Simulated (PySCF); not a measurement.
**MOH₂ across the 5d metals**

Level: PBE0, basis family def2-TZVP, scalar-relativistic core potentials from Rb on and no relativity for lighter atoms.

Each entry is the lowest minimum that a search over a few typed start shapes (and spin states, where more than one is plausible) found, or that minimum re-optimised at the stated level; isomers with ligand–ligand bonds, or fragments after loss of a ligand pair, can lie lower. Open shells are unrestricted; no spin–orbit coupling; PySCF with density fitting.

```csv
molecule,2S+1,point group,mean bond to the central atom (Å),highest ω (cm⁻¹),gap (eV),atomisation (kJ/mol),polar-tensor charge of the central atom
H₂HfO,?,?,?,?,?,?,?
H₂WO,3,C2v,1.725,1917,–,1291,1.18
H₂ReO,4,Cs,1.680,2072,–,1092,1.01
H₂OsO,3,Cs,1.624,2275,–,1125,0.84
H₂IrO,?,?,?,?,?,?,?
H₂PtO,1,Cs,1.605,2395,3.72,896,0.56
```

(1) Fill in the row of H₂HfO.

(2) Fill in the row of H₂IrO.

## Answers

(1) 2S+1: 1; point group: Cs; mean bond to the central atom (Å): 1.821; highest ω (cm⁻¹): 1697; gap (eV): 5.14; atomisation (kJ/mol): 1305; polar-tensor charge of the central atom: 1.61.

(2) 2S+1: 2; point group: Cs; mean bond to the central atom (Å): 1.611; highest ω (cm⁻¹): 2310; atomisation (kJ/mol): 1067; polar-tensor charge of the central atom: 0.78.

Spin–orbit coupling can matter for H₂HfO, H₂WO, H₂ReO, H₂OsO, H₂IrO, H₂PtO.

Left out of the table are members whose search was unfinished or whose lowest solution was spin-contaminated, unstable, very soft or bonded differently.

Open d and f shells are single-determinant solutions and may miss the true ground state.
